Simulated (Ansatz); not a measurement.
**Energy profile**

The step: SiH₄ + H₂O + NH₃ → SiH₄O ([OH][SiH3]) + NH₃ + H₂; bonds formed: Si1–O7, H2–H8, H6–N9; bonds broken: Si1–H2, H6–O7, H8–N9 (atoms numbered as in the saddle structure below).

```
12
angstrom
Si -1.0869 0.0824 -1.0850
H 0.5441 0.0983 -1.1219
H -1.1032 -1.0801 -2.0353
H -2.5873 0.0374 -0.7114
H -1.1230 1.3936 -1.8162
H 0.4882 -0.0965 1.1707
O -0.8035 -0.0711 0.6840
H 1.5436 0.0163 -0.0173
N 1.6166 -0.0719 1.0365
H -1.6477 -0.1182 1.1423
H 2.0893 -0.9266 1.3066
H 2.0697 0.7364 1.4468
```

Electronic energies by CCSD(T) at an estimated basis limit (MP2 extrapolated from triple and quadruple zeta, plus CCSD(T) − MP2 in triple zeta), on PBE0-D4/def2-TZVP structures; SiNH9O, closed shell; no counterpoise correction. Ansatz 0.2.0; basis: def2-TZVPP and def2-QZVPP; cores frozen in the correlated methods. Extrapolation: Hartree–Fock as exp(−7.88 √X), correlation as X^−2.97.

Question: Give the profile in eV, counted from the separated reactants. (An estimate is asked for; the value comes from the calculation.)

Answer: By the calculation:
| point | eV |
| --- | --- |
| separated: SiH4 (Si1, H2, H3, H4, H5; singlet) + H2O (H6, O7, H10; singlet) + NH3 (H8, N9, H11, H12; singlet) | 0.000 |
| start structure | -0.382 |
| saddle | 0.949 |
| end structure | -0.795 |
| separated: SiH4O (linked as [OH][SiH3]; Si1, H3, H4, H5, O7, H10; singlet) + H2 (H2, H8; singlet) + NH3 (H6, N9, H11, H12; singlet) | -0.636 |

T1 diagnostic: at most 0.012.

For scale, one of the runs: CCSD(T)/def2-TZVPP, 230 basis functions, launched by `ansatz run in.yaml --threads 4 --pin off --events-out ev --progress --plain --max-ram 9574MiB`. Time: 17 s of wall clock on 4 CPU threads of an AMD EPYC 9R45; the host was shared. Peak host memory: 4 GiB.
